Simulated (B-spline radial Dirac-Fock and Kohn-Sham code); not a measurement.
# Dipole and non-dipole photoemission parameters of Ce 5d3/2

System: the Ce atom, configuration [Xe] 4f1 5d1 6s2; threshold 5.09 eV (orbital energy of the model). The computed values come from a B-spline atomic structure program: Dirac-Hartree-Slater photoionisation with a Latter tail; cross sections with all multipoles, angular parameters from the dipole term and its interference with E2.

For linearly polarised light dσ/dΩ = σ/(4π) [1 + β P₂(cos θ) + (δ + γ cos²θ) sin θ cos φ], with θ from the polarisation vector and φ the angle between the beam and the projection of the electron momentum on the plane normal to the polarisation.

```
hν (eV)    σ (kb)       β       γ       δ
   76.5      16.3   1.986   0.135  -0.001
   79.9         ?       ?       ?       ?
     80      13.3   1.949   0.121  -0.001
   93.2      6.66   1.486   0.026   0.007
    131      3.28  -0.590  -0.088   0.057
    206      3.98   0.008   0.141   0.023
    230      4.00   0.219   0.150   0.014
    266      3.87   0.455   0.140   0.005
    302      3.64   0.627   0.118   0.000
    400      2.88   0.919   0.052  -0.004
    437      2.61   0.991   0.031  -0.004
    600      1.70   1.188  -0.022   0.001
    730      1.23   1.271  -0.031   0.006
    780      1.10   1.293  -0.028   0.008
    828     0.983   1.311  -0.024   0.010
   1000     0.680   1.354   0.005   0.015
   1250     0.422   1.380   0.071   0.023
   1440     0.305   1.385   0.129   0.029
   1480     0.286   1.385   0.142   0.030
 1486.9     0.283   1.385   0.144   0.030
   2190     0.107   1.350   0.367   0.048
 2984.4    0.0459   1.286   0.590   0.068
   3010    0.0448   1.284   0.597   0.069
   4470    0.0138   1.169   0.923   0.107
 5414.7   0.00756   1.103   1.089   0.133
   5720   0.00633   1.083   1.136   0.141
   7660   0.00239   0.971   1.383   0.194
 8047.8   0.00202   0.952   1.424   0.205
  11400  0.000593   0.812   1.695   0.295
  15000  0.000217   0.701   1.879   0.387
```

Task: Give the values at 79.9 eV.

Result: σ = 13.3 kb, β = 1.950, γ = 0.121, δ = -0.001.
